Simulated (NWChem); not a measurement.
## Total energies of H$_{3}$BN

```xyz
5

B     -0.7819     0.3514     0.0000
N      0.5141    -0.1151     0.0000
H     -1.7711    -0.3425     0.0000
H      0.7572    -1.1025     0.0000
H      1.3243     0.4934     0.0000
```
Charge 0, spin multiplicity 2.

Program: NWChem. Structure: optimised with UPBE0/def2-SVP, a minimum by its harmonic frequencies. It is one conformer; others weren't searched.

Basis set: cc-pVTZ (102 functions).

```json
[
 {"method": "UHF", "total energy (Ha)": "-80.88494", "relative cost": "1"},
 {"method": "UMP2", "total energy (Ha)": "-81.18141", "relative cost": "under 3"},
 {"method": "UB2PLYP", "total energy (Ha)": "-81.32048", "relative cost": "under 3"},
 {"method": "UPBE", "total energy (Ha)": "-81.27869", "relative cost": "under 3"},
 {"method": "UB3LYP", "total energy (Ha)": "-81.40220", "relative cost": "under 3"},
 {"method": "ULC-wPBE (omega 0.3 per bohr)", "total energy (Ha)": "-81.31667", "relative cost": "5"}
]
```

Total energies of different functionals aren't comparable as a measure of quality: only differences taken within one method are. Relative cost: rough, from shared machines, SCF included, UHF = 1.

The correlated methods keep 2 core orbitals frozen. B3LYP has NWChem's definition, with VWN1-RPA local correlation. GW and range-separated runs recompute their integrals, the others keep them in memory, which bears on the times. The structure started from a generated list of species. The unpaired electrons of the parent sit in orbitals of symmetry a' (Cs labels of the run); other states weren't searched. No SCF solution was tested for a lower state. Open-shell Hartree-Fock references start from PBE0 orbitals; any time given for them includes that run.
